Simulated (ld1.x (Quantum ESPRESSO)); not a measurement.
## What the settings do to the PAW potential of scandium (Sc)

Base potential:

* Element: scandium
* Generator: ld1.x (Quantum ESPRESSO) 7.5
* Type: PAW
* Functional: PBE
* Relativity: scalar-relativistic
* Frozen core: [Ne] 3s2
* Valence charge: 9
* Reference configuration: 3p6 3d1 4s1.75 4p0 (charge +0.25)
* Partial waves: 4s (bound): rcut 2.85, rcutus 3.10 bohr; 4s channel at 2.4 Ry: rcut 2.85, rcutus 3.10 bohr; 3p (bound): rcut 1.60, rcutus 1.85 bohr; 4p (bound, empty): rcut 1.60, rcutus 1.85 bohr; 3d (bound): rcut 2.70, rcutus 3.00 bohr; 3d channel at 1.85 Ry: rcut 2.70, rcutus 3.00 bohr; 4f channel at 0.25 Ry: rcut 2.30, rcutus 3.00 bohr; 4f channel at 1.95 Ry: rcut 2.30, rcutus 3.00 bohr
* Local potential: all-electron potential smoothed inside 1.60 bohr (lloc = -1)
* Core correction: Bessel-smoothed model core, default radius (core density twice the valence density)
* Augmentation charge: PSQ, inside the norm-conserving radii

All-electron outer shells of the reference configuration (PBE, scalar-relativistic, ld1.x):

| shell | level (eV) | outermost node (bohr) | outermost maximum (bohr) |
| --- | --- | --- | --- |
| 2p | -389.86 | – | 0.23 |
| 3s | -56.65 | 0.42 | 0.92 |
| 3p | -35.23 | 0.39 | 0.97 |
| 4s | -5.50 | 1.33 | 3.06 |
| 3d | -4.79 | – | 1.10 |
| 4p | -2.60 | 1.49 | 3.88 |

Cutoffs, loose and tight: the cutoffs (Ry, on a coarse ladder) from which the occupation-weighted sum of valence levels, in a spherical-Bessel basis at the reference potential, stays within 10 and 1 mRy of its value at 400 Ry. They do not see the model core or the augmentation charge, which bear on the density cutoff. Test errors are all-electron minus pseudo excitation energies from the reference, over the configurations 3p6 3d1 4s2 4p0; 3p6 3d1 4s1 4p0; 3p6 3d1 4s0 4p0; 3p6 3d1 4s1 4p1; 3p6 3d0 4s2 4p0; 3p6 3d2 4s1 4p0; 3p6 3d2 4s0 4p0. A dash means not determined; rows that change the core or the reference have their own tests. The largest error is taken over the tests solved by every variant that gives reliable tests at all: 3p6 3d0 4s2 4p0; 3p6 3d1 4s0 4p0; 3p6 3d1 4s1 4p0; 3p6 3d1 4s1 4p1; 3p6 3d1 4s2 4p0; 3p6 3d2 4s0 4p0.

A true bound ghost makes a file unfit for plane-wave use even where its test errors are small: the radial tests pick states by their node count and pass the ghost by. Where a test does run into it, the solver fails or the error is huge.

Cutoffs are not given where the Bessel-basis levels miss the radial ones by over 6 mRy, ghosts where they miss by over 20 mRy; a channel whose overlap is not positive is not tested.

The default core radius of the base comes out at 0.59 bohr.

A file whose overlap is not positive is unfit for use, and its test errors describe a broken file.

```tsv
change	outcome	bound ghosts	largest test error (meV)
base	generated, overlap not positive	s (p not tested, overlap not positive)	-46
core correction a·sin(br)/r model core, default radius (ld1.x builds one for every PAW set, though the input has nlcc=.false.)	generated, overlap not positive	s (p not tested, overlap not positive)	-47
core correction Bessel-smoothed model core inside 0.84 bohr	generated, overlap not positive	s (p not tested, overlap not positive)	-46
core correction Bessel-smoothed model core inside 1.08 bohr	generated, overlap not positive	s (p not tested, overlap not positive)	-46
core correction Bessel-smoothed model core inside 1.36 bohr	generated, overlap not positive	s (p not tested, overlap not positive)	-46
core correction Bessel-smoothed model core inside 1.66 bohr	generated, overlap not positive	s (p not tested, overlap not positive)	-45
core correction Bessel-smoothed model core inside 1.94 bohr	generated, overlap not positive	s (p not tested, overlap not positive)	-45
core correction Bessel-smoothed model core inside 2.12 bohr	generated, overlap not positive	s (p not tested, overlap not positive)	-45
```
